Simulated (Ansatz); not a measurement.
Frontier orbitals of C3H9BClNSi, SMILES `BN(CC=C)[SiH2]Cl`.

Total charge 0; spin multiplicity 1. The geometry is a stationary point of PBE0-D4/def2-TZVP. It is one conformer, not always the lowest. Basis def2-TZVPP, the Gaussian-basis code of Ansatz.

Orbital energies of one run (eV). Highest occupied ones, from the top: -6.45, -7.18, -7.42, -7.70, -7.97, -8.78, -9.07, -9.28, -9.50, -10.06, -10.39, -11.31, -11.88, -12.46. Empty: -1.37, -0.77, -0.21, -0.13, 0.69, 0.93.

Task: Which functional gave them?
A. ωB97M-V
B. r2SCAN0
C. revPBE
D. B3LYP

Result: C. HOMO energies: revPBE -6.45, r2SCAN0 -7.77, B3LYP -7.41, ωB97M-V -9.89 eV.

B3LYP here is the variant with VWN-RPA as its local correlation; programs differ in this.
